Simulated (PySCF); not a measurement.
**Trend along group 15: MCa cations**

PBE0 with double-zeta basis sets in PySCF, for the lowest determinant that a PBE0 search found; no spin–orbit coupling. De refers to high-spin ground-configuration atoms (the charge goes to the atom of lower measured ionisation energy or higher electron affinity, which is not always the lowest computed limit). A positive dipole points towards Ca; it is taken about the centre of mass and depends on that origin.

```tsv
M	basis	charged atom	state (unpaired electrons)	Re (Å)	ωe (cm⁻¹)	De (eV)	μ (D)
N	pcseg-1	Ca+	triplet (π ↑↑)	2.159	527	1.54	7.86
As	aug-pcseg-1	Ca+	triplet (π ↑↑)	2.755	251	1.60	11.61
Sb	def2-SVP	Ca+	triplet (π ↑↑)	2.966	213	1.50	12.49
Bi	def2-SVP	Ca+	triplet (π ↑↑)	3.044	190	n/a	13.13
```

The shortest bond is that of CaN⁺ (2.159 Å), the longest that of CaBi⁺ (3.044 Å).

The rows differ in basis set, which adds steps of its own.

Down a group the atoms grow and get heavier, so bonds lengthen and wavenumbers fall; this series shows no clear exception.

These are scalar-relativistic numbers at best; spin–orbit coupling would shift them, the dissociation energy most. For an ion De counts to the pair picked by the measured ionisation energies or electron affinities, which need not be the lowest pair at this level. States were picked by a PBE0 search and need not be the measured ground states.
